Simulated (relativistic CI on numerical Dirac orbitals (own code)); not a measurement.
Hyperfine structure of Zr XXXVIII, mass number 91

Computed by Dirac-Coulomb-Breit CI, orbitals from a KLI potential per configuration, model QED (radiative potential, 1s self-energy scaled to tabulated hydrogen-like ionisation energies), unscaled Slater integrals (own radial code, finite nucleus).

Configuration list (outside the closed core 1s2): 2s, 2p, 3s, 3p, 3d, 4s, 4p, 4d, 4f, 5s, 5p, 5d, 5f, 5g. Levels of other configurations are missing.

Nuclear spin I = 5/2, μ = -1.3022 μN, Q = -0.176 b (tables of Stone and Pyykkö). The electronic factors are computed for point nuclear moments, without core polarisation or the Bohr-Weisskopf and QED corrections.

```json
{"Level": "2s 2S_1/2", "E (Ry)": "0.000", "A (GHz)": "-1174", "B (GHz)": ""}
{"Level": "2p 2P°_1/2", "E (Ry)": "5.967", "A (GHz)": "-374.1", "B (GHz)": ""}
{"Level": "2p 2P°_3/2", "E (Ry)": "13.469", "A (GHz)": "-64.62", "B (GHz)": "-41.2"}
{"Level": "3s 2S_1/2", "E (Ry)": "212.297", "A (GHz)": "-346.8", "B (GHz)": ""}
{"Level": "3p 2P°_1/2", "E (Ry)": "213.952", "A (GHz)": "-112.9", "B (GHz)": ""}
{"Level": "3p 2P°_3/2", "E (Ry)": "216.176", "A (GHz)": "-19.52", "B (GHz)": "-12.5"}
{"Level": "3d 2D_3/2", "E (Ry)": "216.761", "A (GHz)": "-11.17", "B (GHz)": "-2.4"}
{"Level": "3d 2D_5/2", "E (Ry)": "217.457", "A (GHz)": "-4.68", "B (GHz)": "-3.27"}
```

Levels with J = 0, under 50 % of one LS term, or S terms without an open s electron are left out. Small factors come from cancelling terms and can be off by tens of per cent or more.

At this charge energies of transitions that change n are usually good to better than 1 %, and those within a shell (Δn = 0) to a few per cent.

**Question.** Give the hyperfine levels of 2s 2S_1/2 relative to its centre of gravity.

**Answer.** With K = F(F + 1) − I(I + 1) − J(J + 1), E = AK/2: F = 2: 2054, F = 3: -1467 GHz.
